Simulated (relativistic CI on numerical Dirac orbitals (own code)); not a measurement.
## Ir75+: sensitivity of the levels to the model

Base calculation: Dirac-Coulomb-Breit CI, KLI orbitals optimised for each configuration, model QED, unscaled Slater integrals.

CI space: 1s², 1s2s, 1s2p, 1s3s, 1s3p, 1s3d, 1s4s, 1s4p, 1s4d, 1s4f, 1s5s, 1s5p, 1s5d, 1s5f, 1s5g, 1s6s, 1s6p, 1s6d, 2s². Levels of other configurations are missing.

Variants: (1) non-relativistic limit. Shifts of the energy above 1s² ¹S0, in eV, for the lowest level and the first level of each name with at least 55 % of one term (blank where a level changes its place among those of its configuration and J or its character, or is not in the variant):

```tsv
Level	Base	Δ(1)
1s² ¹S0	0.0	0.0
1s2s ³S1	64351.7	-4770.3
1s2p ³P°1	64473.3	-4814.2
1s2s ¹S0	64517.9	-4846.4
1s2p ³P°0	64521.5	-4862.4
1s2p ³P°2	66361.8	-6702.7
1s2p ¹P°1	66414.4	-6685.5
1s3s ³S1	76866.6	-6279.0
1s3p ³P°1	76898.8	-6289.5
1s3s ¹S0	76910.9	-6299.4
1s3p ³P°0	76911.4	-6302.1
1s3p ³P°2	77461.3	-6852.0
1s3d ³D2	77471.0	-6848.5
1s3d ³D1	77475.8	-6853.2
1s3p ¹P°1	77477.2	-6849.2
1s3d ³D3	77629.3	-7006.8
1s3d ¹D2	77632.7	-7009.2
1s4s ³S1	81150.4	-6721.8
1s4p ³P°1	81163.3	-6725.7
1s4s ¹S0	81168.2	-6729.9
1s4p ³P°0	81168.3	-6730.7
1s4p ³P°2	81398.7	-6961.1
```

At this charge energies of transitions that change n are usually good to better than 1 %, and those within a shell (Δn = 0) to a few per cent.

Ionisation energy from the two ground configurations alone: base 86437.8 eV. The NIST ASD value (theoretical) is 86442.4 eV.

LS names give the leading component of a level, which can be under half, so a name can repeat, a term be missing and a line seem to break the LS rules.
